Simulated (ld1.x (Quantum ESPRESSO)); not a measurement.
# Which change was made? (As, TM)

arsenic, norm-conserving Troullier–Martins (Kleinman–Bylander form), made with ld1.x (Quantum ESPRESSO) 7.5 (LDA (PZ), fully relativistic). Core [Ne], reference 3s2 3p6 3d10 4s2 4p2.5 (charge +0.5). Waves: 3s (bound): rc 0.90 bohr; 3p (bound): rc 0.60 bohr; 3d (bound): rc 0.55 bohr. Local part: all-electron potential smoothed inside 0.45 bohr (lloc = -2). Core correction: none.

Open shells are filled in proportion to 2j + 1 (rel_dist='average').

Occupied shells without a wave of their own: 4p, 4s. They enter only through the test configuration that unscreens the potential.

Cutoffs, loose and tight: the cutoffs (Ry, on a coarse ladder) from which the occupation-weighted sum of valence levels, in a spherical-Bessel basis at the reference potential, stays within 10 and 1 mRy of its value at 400 Ry. They do not see the model core or the augmentation charge, which bear on the density cutoff. Test errors are all-electron minus pseudo excitation energies from the reference, over the configurations 3s2 3p6 3d10 4s2 4p3; 3s2 3p6 3d10 4s2 4p2; 3s2 3p6 3d10 4s2 4p1; 3s2 3p6 3d10 4s1 4p4; 3s1 3p6 3d10 4s2 4p3; 3s2 3p5 3d10 4s2 4p3; 3s2 3p6 3d9 4s2 4p4; variants that change the core or the reference have their own tests.

The base gives: outcome: generated, misses its reference levels by 2.00 eV; bound ghosts: not determined; largest test error (meV): -1968.

After one change the result is: outcome: generated; cutoff, loose: 35 Ry; cutoff, tight: 70 Ry; bound ghosts: p1/2; largest test error (meV): +19. Which change was it?
A. local potential all-electron potential smoothed inside 0.56 bohr (lloc = -2)
B. all radii scaled by about 1.38 (s 1.24, p 0.82, d 0.76 bohr); local potential all-electron potential smoothed inside 0.62 bohr (lloc = -2)
C. core [Ar] 3d10, valence charge 5; reference 4s1 4p4; waves now 4p (bound): rc 1.55 bohr; 4s (bound): rc 1.45 bohr; local potential the s channel

C. The others give: local potential all-electron potential smoothed inside 0.56 bohr (lloc = -2) → outcome: generated, misses its reference levels by 1.19 eV; bound ghosts: not determined; largest test error (meV): -1147 | all radii scaled by about 1.38 (s 1.24, p 0.82, d 0.76 bohr); local potential all-electron potential smoothed inside 0.62 bohr (lloc = -2) → outcome: generated, misses its reference levels by 2.47 eV; bound ghosts: not determined; largest test error (meV): -2473.
